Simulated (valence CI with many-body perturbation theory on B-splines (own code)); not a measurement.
## E1 transitions of Gd14+

Calculated by relativistic CI+MBPT: four valence electrons over a frozen Dirac-Fock core [Kr] 4d10, radial functions for each j: 7 s, 7 p, 7 d, 7 f, 4 g, 2 h, with the one-electron correlation potential Σ1, the two-electron term Σ2, the three-electron term Σ3, Breit, model QED; selected CI, second order for the rest, scaled by the run's own slope (own B-spline code, finite nucleus).

No measured levels were compared; by estimate terms of the open shell hold to a few per cent of their energy, and close levels can change places; configurations with another count of f electrons can be misplaced by thousands of cm⁻¹.

Lines 51 to 100 of 542 in falling wavelength, among levels below 149690 cm⁻¹, chosen from the strongest by gf and those to the six lowest levels. Wavelengths and rates use the calculated energies, so an error of 2000 cm⁻¹ moves a line at 5969 Å by 12 % and its rate by three times that or more. Electric multipoles are in the length gauge, E1 and E2 with the static RPA response of the core. Weak lines are less certain than strong ones. Lines between different terms over intervals too small for the method are left out, as are lines whose strength nearly cancels. Where a level lies close to another of its J and parity, the split of strength between their lines is uncertain. The highest levels of a list are the least certain.

Names give the largest LS component (configuration and term), which can be under half, so a name can repeat, a term be missing and a line seem to break the LS rules; names also repeat where a configuration has a term twice. Letters in brackets count levels of one name in rising energy.

```csv
λ vac (Å),Upper,Lower,A (s⁻¹),S (a.u.) with core polarisation,S without
5969,4f4 3F_4 [a],4f3 5s 3G°_4 [b],1.21e+02,1.15e-04,1.31e-04
5907,4f3 5s 1F°_3 [b],4f4 1F_3,9.53e+02,6.78e-04,7.86e-04
5904,4f2 5s2 1G_4,4f3 5s 3F°_4 [a],1.09e+02,1.00e-04,1.10e-04
5891,4f4 1G_4 [b],4f3 5s 1F°_3 [a],6.93e+02,6.29e-04,7.19e-04
5877,4f4 1K_7,4f3 5s 1L°_8,5.53e+01,8.31e-05,9.67e-05
5854,4f4 1I_6 [a],4f3 5s 1I°_6 [a],4.15e+02,5.34e-04,6.11e-04
5832,4f4 3H_4 [b],4f3 5s 3H°_5 [b],3.27e+02,2.88e-04,3.44e-04
5739,4f4 3G_4 [b],4f3 5s 3D°_3 [c],1.08e+02,9.03e-05,1.05e-04
5717,4f3 5s 1G°_4,4f4 3H_4 [b],2.11e+02,1.75e-04,2.03e-04
5620,4f3 5s 3F°_2 [c],4f4 3G_3 [c],3.73e+02,1.64e-04,1.90e-04
5566,4f4 1H_5 [a],4f3 5s 3H°_5 [b],2.54e+02,2.38e-04,2.76e-04
5488,4f4 3H_6 [b],4f3 5s 1I°_6 [b],2.78e+02,2.95e-04,3.33e-04
5482,4f2 5s2 3H_4,4f3 5s 3I°_5 [a],1.71e+01,1.25e-05,1.31e-05
5415,4f4 3H_4 [b],4f3 5s 3H°_4 [b],6.77e+02,4.78e-04,5.56e-04
5373,4f3 5s 3F°_3 [b],4f4 3D_2 [a],1.37e+02,7.34e-05,8.48e-05
5306,4f4 3G_3 [c],4f3 5s 3G°_3 [c],3.01e+02,1.56e-04,1.79e-04
5276,4f4 3H_5 [b],4f3 5s 3H°_5 [b],3.98e+02,3.17e-04,3.66e-04
5104,4f4 1F_3,4f3 5s 1G°_4,2.63e+02,1.21e-04,1.37e-04
5086,4f4 3H_5 [b],4f3 5s 1I°_6 [a],3.28e+02,2.34e-04,2.74e-04
4954,4f4 3G_4 [d],4f3 5s 3G°_4 [d],3.86e+02,2.09e-04,2.40e-04
4949,4f4 3G_4 [c],4f3 5s 1H°_5 [b],2.56e+02,1.38e-04,1.55e-04
4880,4f4 1K_7,4f3 5s 1I°_6 [a],1.46e+02,1.25e-04,1.42e-04
4717,4f4 3G_4 [c],4f3 5s 3D°_3 [c],3.52e+02,1.64e-04,1.91e-04
4708,4f3 5s 3G°_4 [d],4f4 3F_3 [a],2.00e+02,9.27e-05,1.05e-04
4680,4f3 5s 1G°_4,4f4 1G_4 [a],1.25e+02,5.68e-05,6.28e-05
4537,4f4 1D_2 [b],4f3 5s 1D°_2 [a],3.24e+02,7.47e-05,8.47e-05
4509,4f4 3G_4 [a],4f3 5s 3F°_3 [a],1.40e+02,5.72e-05,6.59e-05
4443,4f3 5s 1G°_4,4f4 5D_4,5.99e+02,2.33e-04,2.69e-04
4422,4f4 3I_5 [a],4f3 5s 3G°_5 [a],1.27e+02,5.96e-05,6.90e-05
4418,4f4 3F_3 [c],4f3 5s 3F°_2 [b],3.57e+02,1.06e-04,1.22e-04
4409,4f4 3F_3 [a],4f3 5s 3D°_3 [a],1.86e+02,5.51e-05,6.37e-05
4399,4f4 3F_2 [b],4f3 5s 3G°_3 [b],8.73e+02,1.83e-04,2.10e-04
4396,4f4 3G_5 [b],4f3 5s 3G°_5 [c],5.37e+02,2.47e-04,2.85e-04
4360,4f3 5s 3I°_5 [b],4f2 5s2 3H_4,1.24e+02,5.57e-05,5.80e-05
4303,4f4 3H_6 [b],4f3 5s 1I°_6 [a],1.80e+02,9.21e-05,1.08e-04
4276,4f4 3G_5 [a],4f3 5s 1I°_6 [b],3.04e+02,1.29e-04,1.46e-04
4262,4f4 3F_3 [b],4f3 5s 3G°_4 [c],3.94e+02,1.06e-04,1.20e-04
4247,4f4 3H_4 [a],4f3 5s 3H°_4 [a],2.42e+02,8.25e-05,9.59e-05
4230,4f4 3F_2 [c],4f3 5s 3D°_1 [c],9.31e+02,1.74e-04,1.98e-04
4193,4f4 3H_4 [c],4f3 5s 3D°_3 [c],1.57e+02,5.15e-05,5.95e-05
4153,4f2 5s2 3F_4,4f3 5s 5F°_5,1.86e+02,5.91e-05,6.60e-05
4133,4f4 1I_6 [a],4f3 5s 3I°_5 [b],4.01e+02,1.82e-04,2.15e-04
4105,4f4 1I_6 [a],4f3 5s 3I°_6 [b],2.61e+02,1.16e-04,1.34e-04
4064,4f4 5D_3,4f3 5s 3G°_4 [c],2.96e+02,6.86e-05,7.75e-05
4048,4f4 3G_4 [b],4f3 5s 3H°_5 [b],2.43e+02,7.17e-05,8.06e-05
4041,4f3 5s 3G°_5 [c],4f4 3F_4 [a],4.18e+02,1.50e-04,1.75e-04
4017,4f2 5s2 3H_5,4f3 5s 3I°_5 [a],4.09e+00,1.44e-06,1.54e-06
3991,4f2 5s2 3P_2,4f3 5s 1D°_2 [a],8.65e+02,1.36e-04,1.47e-04
3978,4f4 3F_4 [a],4f3 5s 3F°_4 [a],6.33e+02,1.77e-04,2.03e-04
3965,4f3 5s 3F°_4 [c],4f4 1G_4 [b],2.68e+02,7.42e-05,8.51e-05
```
